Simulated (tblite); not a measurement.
Compound: protonated anthracene, C₁₄H₁₁ (charge +1).
SMILES with atom numbers: `[cH:1]1[cH:2][cH:3][c:4]2[c:5]([cH:6]1)[CH+:7][c:8]1[cH:9][cH:10][cH:11][cH:12][c:13]1[CH2:14]2` (hydrogens: H15 on C1; H16 on C2; H17 on C3; H18 on C6; H19 on C7; H20 on C9; H21 on C10; H22 on C11; H23 on C12; H24, H25 on C14)

Computed with GFN2-xTB (tblite): harmonic, unscaled wavenumbers at the GFN2-xTB geometry, gas phase. Errors from tens to a few hundred cm⁻¹ against measured bands are possible.

How many normal modes are there?

25 atoms, non-linear: 3N − 6 = 69.

What is the point group of the computed structure, and how do the modes divide by symmetry?

C2v. The vibrations span 24 a1 + 10 a2 + 35 of b1 or b2.

How many distinct wavenumbers does the calculation give?

69: C2v has no degenerate species.

How many fundamentals are allowed in the infrared by symmetry?

59 of 69: in C2v a2 modes are forbidden. All fundamentals are allowed in the Raman spectrum.

Which of the modes above 1550 cm⁻¹ are stretches that can be named?

sp3 C–H 2890, 2928; trigonal C–H 3062; aromatic C–H 3094, 3095, 3097, 3098, 3105, 3106, 3115, 3116; not assigned to one kind of bond 1577, 1591 cm⁻¹.

What zero-point energy do the modes add up to?

Half the sum of the wavenumbers, 43456 cm⁻¹, or 5.388 eV from 69 modes, 2.286 eV of it from above 1550 cm⁻¹.

How are the modes spread over the spectrum?

3 under 200 cm⁻¹; 12 from 200 to 600 cm⁻¹; 17 from 600 to 1000 cm⁻¹; 24 from 1000 to 1550 cm⁻¹; 2 from 1550 to 2000 cm⁻¹; 11 above 2600 cm⁻¹.

Treat the trigonal C–H stretch at 3062 cm⁻¹ as a diatomic oscillator. What force constant follows, and where would the deuterated bond absorb?

With μ = 0.930 u, k = μ(2πcν̃)² = 514 N/m; the bond's atoms carry at least 92 % of the mode, and this is an estimate. Deuterium in place of that H would give μ = 1.725 u and 2248 cm⁻¹ in the same model (not computed).

Time: 1.5 s. Hardware: an Arm Neoverse V1 with one thread (shared host). This covers the Hessian and the dipole derivatives.
